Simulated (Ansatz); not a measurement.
C2H6N (SMILES C=[NH+]C), charge +1, singlet, at a GFN2-xTB geometry, with bond 6-2 at 1.8 times its length; CASSCF(4,5)/STO-3G run with Ansatz (a quantum-chemistry and plane-wave program).

Input for Ansatz:
Ansatz 0.2 input:
```yaml
crystal:
  periodic: [false, false, false]
  atoms:
    - {symbol: C, position_ang: [1.19449783, 0.20957494, -0.25641419]}
    - {symbol: N, position_ang: [0.15901748, -0.25825353, 0.29751899]}
    - {symbol: C, position_ang: [-1.19342336, 0.04795778, -0.04208071]}
    - {symbol: H, position_ang: [1.10961847, 0.91670945, -1.07502911]}
    - {symbol: H, position_ang: [2.18679999, -0.07881493, 0.06660502]}
    - {symbol: H, position_ang: [0.33602026, -1.45885429, 1.68702341]}
    - {symbol: H, position_ang: [-1.70754497, 0.46014207, 0.82955100]}
    - {symbol: H, position_ang: [-1.24527651, 0.75862457, -0.86516323]}
    - {symbol: H, position_ang: [-1.72051849, -0.86882881, -0.31709313]}
basis:
  gaussian:
    orbitals: STO-3G
hamiltonian:
  xc: hf
total_charge: 1
magnetization: {spin_polarized: false}
correlation: {active_space: {window: {electrons: 4, orbitals: 5}}}
```

Output, abridged:

```
Functional definition: HF
288 factors; integrals over basis functions are off by at most 6.5e-5 eV
mean field evaluation 1: about -3579.8975 eV, gradient 2.0e1 eV
mean field evaluation 2: about -3580.0245 eV, gradient 2.0e1 eV
mean field evaluation 4: about -3581.6748 eV, gradient 1.7e0 eV
mean field evaluation 8: about -3581.6858 eV, gradient 1.2e-4 eV
mean field -3581.68582362 eV, -131.6245262642 hartree, gradient 1.7e-6 eV, S^2 0.000000; 0 other end points of the search recorded, 0 dependent functions left out
reference -3581.68582362 eV, -131.6245262642 hartree; 12, 12 occupied and 9, 9 virtual orbitals, 288 factors
state -3584.64630386 eV, -131.7333219064 hartree
Total energy: -3584.64630386 eV, -131.7333219064 hartree
```
